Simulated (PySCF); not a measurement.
**Level sweep**

Species: p-xylene, C₈H₁₀.
SMILES: `Cc1ccc(C)cc1`

PySCF, dipoles from the SCF density, polarisabilities from static response with core orbitals frozen. Isolated species at its PBE0-D3(BJ)/def2-SVP geometry, gas phase.

Reference polarisability: 14.260 Å³ (measured, gas; NIST CCCBDB Release 22 (SRD 101), experimental polarizabilities). The anisotropy is √(½[(α1 − α2)² + (α2 − α3)² + (α3 − α1)²]).

```
              level  α (au)  error (%)  anisotropy (au)
      LDA/def2-SVPD   98.61       +2.5            60.57
      PBE/def2-SVPD   97.44       +1.3            60.27
    B3LYP/def2-SVPD   95.56       -0.7            57.48
     PBE0/def2-SVPD   94.64       -1.7            57.00
BHandHLYP/def2-SVPD   93.03       -3.3            54.60
CAM-B3LYP/def2-SVPD   94.14       -2.2            55.38
  wB97X-D/def2-SVPD   94.30       -2.0            54.87
  LC-wPBE/def2-SVPD   91.77       -4.6            53.28
       HF/def2-SVPD   90.92       -5.5            51.11
        PBE0/6-31G*   79.69      -17.2            62.55
      PBE0/def2-SVP   83.83      -12.9            59.13
       PBE0/6-31+G*   90.99       -5.4            54.17
   PBE0/aug-cc-pVDZ   97.11       +0.9            57.32
```

For the polarisability, the smallest error is 0.7% (B3LYP/def2-SVPD) and the largest 17.2% (PBE0/6-31G*). The dipole stays under 0.05 D at every level. In one basis (def2-SVPD) the functionals order the polarisability from HF (lowest) to LDA (highest), a spread of 8%. With PBE0 the polarisability is 81.76 au without diffuse functions (mean of 6-31G* and def2-SVP) and 94.25 au with them (mean of 6-31+G*, def2-SVPD and aug-cc-pVDZ). Measured values can belong to vibrating molecules and may average over conformers; the computed ones are for one fixed geometry.
